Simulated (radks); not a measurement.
All-electron atom: W69+ in [He] 2s2 2p1.

All-electron calculation, scalar-relativistic Kohn-Sham, PBEsol, spin-polarised, spherical densities, finite nucleus; open shells are filled with parallel spins first (spin-orbit coupling, left out, can overturn this in heavy ions); Fermi nuclear charge, rms radius 5.3658 fm. Program: a radial shooting solver on a logarithmic mesh with Libxc functionals.

Energy parts (Ry):
| part | energy |
|---|---|
| total | -15960.9480 |
| kinetic | 18609.6428 |
| electron-nucleus | -34952.9907 |
| Hartree | 533.0736 |
| exchange-correlation | -150.6738 |

Orbitals (lengths in bohr, moments of r in powers of bohr; <r^-3> diverges for s and p1/2; r(90%) holds 90 % of the orbital's charge):
orbital,occ.,eigenvalue (Ry),r(90%),<r^-3>,<1/r>
1s up,1,-5697.444,0.0333,-,87.21
1s down,1,-5695.789,0.0333,-,87.24
2s up,1,-1393.356,0.115,-,21.26
2s down,1,-1390.332,0.115,-,21.23
2p up,1,-1295.131,0.107,21870,19.25
2p down,0,-1291.574,0.107,21830,19.23

The highest occupied level is 2p up at -17621.2 eV. Spin moment in Bohr magnetons: 1. The spin density at the nucleus is -93.8 e/bohr^3 (1s -356.6, 2s 262.8).
